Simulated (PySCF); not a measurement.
Calculated properties of `[H]/N=C(/CC#C[SiH3])C(=O)O`

C5H7NO2Si.
Geometry (GFN2-xTB, Å), atoms numbered from 1 in this order:
```
atom  x, y, z in Å
N1    -1.8860   -1.4857   -1.1294
C2    -1.3737   -1.0565   -0.0657
C3    -0.0789   -1.6138    0.4458
C4     0.9433   -0.5887    0.3146
C5     1.7653    0.2825    0.1880
Si6    3.0482    1.5996    0.0225
C7    -1.9678    0.0359    0.7979
O8    -1.7016    0.2165    1.9566
O9    -2.8652    0.7698    0.1298
H10   -2.7510   -1.0291   -1.4118
H11    0.1933   -2.4960   -0.1356
H12   -0.1874   -1.8704    1.5035
H13    4.0673    1.1361   -0.9220
H14    3.6354    1.8426    1.3418
H15    2.3892    2.8073   -0.4821
H16   -3.2379    1.4588    0.7023
```

Structural features include: carboxylic acid, imine, alkyne, Si–H bond and C–Si bond.

From GFN2-xTB geometry:

```
Point group of the GFN2-xTB geometry                  : C1
Rotational constants A, B, C of the GFN2-xTB geometry : 2.292, 0.645, 0.587 GHz
```

CAM-B3LYP/def2-SVPD ground state and vertical TDDFT (core frozen in the response) (PySCF):

```
Dipole moment                                                     : 1.74 D
HOMO energy                                                       : -9.08 eV
LUMO energy                                                       : -0.90 eV
HOMO–LUMO gap                                                     : 8.18 eV
Lowest singlet excitation                                         : 4.17 eV (297 nm, f = 0.004)
Strongest line among the 8 lowest singlet transitions             : S8 at 7.18 eV (173 nm, f = 0.044)
Lowest triplet excitation (Tamm–Dancoff)                          : 3.50 eV
Static isotropic polarisability                                   : 99.2 au
Electronic spatial extent ⟨r²⟩ about the centre of nuclear charge : 1953 bohr²
```

**PBE0/pcSseg-1 ground state and GIAO shieldings, non-relativistic (PySCF)**

```
Lowest Hirshfeld atomic charge                              : -0.25 e on O8
Highest Hirshfeld atomic charge                             : +0.34 e on Si6
13C chemical shifts (computed TMS as zero) by class         : 169.1 (C2), 163.7 (C7), 112.6 (C4), 84.9 (C5), 31.0 (C3) ppm
1H chemical shifts (computed TMS as zero) by class          : 12.30 (H10), 6.34 (H16), 4.20 (H13/H14/H15), 3.80 (H11/H12) ppm
Isotropic shieldings of nuclei other than C and H, by class : -104 (N1), -93 (O8), 133 (O9), 448 (Si6) ppm
Mayer bond orders between heavy atoms                       : N1–C2 2.12, C2–C3 0.99, C3–C4 1.05, C4–C5 2.51, C5–Si6 1.03, C2–C7 0.85, C7–O8 1.96, C7–O9 1.15
```

Monoisotopic mass (most abundant isotopes): 141.0246 u.

In wavenumbers S1 is 33700 cm⁻¹ (1 eV = 8065.54 cm⁻¹). The vertical singlet–triplet gap S1 − T1 is 0.67 eV (TDDFT singlet less Tamm–Dancoff triplet; S1: HOMO→LUMO, weight 0.54, beside HOMO−2→LUMO, weight 0.40; T1: HOMO→LUMO, weight 0.49, beside HOMO−2→LUMO, weight 0.42). The principal polarisabilities are 85.3, 88.6 and 123.7 au; their mean is the isotropic value. In atomic units the dipole is 0.68 e·bohr (1 au = 2.5417 D). The rotational constants make it an asymmetric top with κ = (2B − A − C)/(A − C) = -0.93, nearer the prolate limit (−1). With B = h/(8π²I), that is 505.379 GHz u Å² over I, the principal moments of inertia are 220.5, 783.4 and 860.4 u Å² (most abundant isotopes). The largest Löwdin shares of the HOMO are 0.24 on C5, 0.22 on C4, 0.18 on N1 and 0.06 on O8. No computed singlet falls in the visible range (750 to 380 nm, 1.65 to 3.26 eV); S1 lies 0.91 eV above its blue end.

The structure is a single GFN2-xTB conformer in the gas phase; no vibrational or solvent corrections. GFN2-xTB frequencies show an imaginary mode (29i cm⁻¹), so this geometry is no minimum at that level. NMR classes are plain means over equivalent atoms (diastereotopic ones count apart unless rotation or inversion swaps them), as if these changed places fast; in this geometry the members of some classes differ.

For the NMR shielding job (PBE0/pcSseg-1), the run took 45 s wall (with the writing of density and orbital grids) on Arm Neoverse V1, one thread, no GPU, shared host with 32 logical CPUs at a one-minute load of 19, and the process peaked at 0.85 GiB of memory.
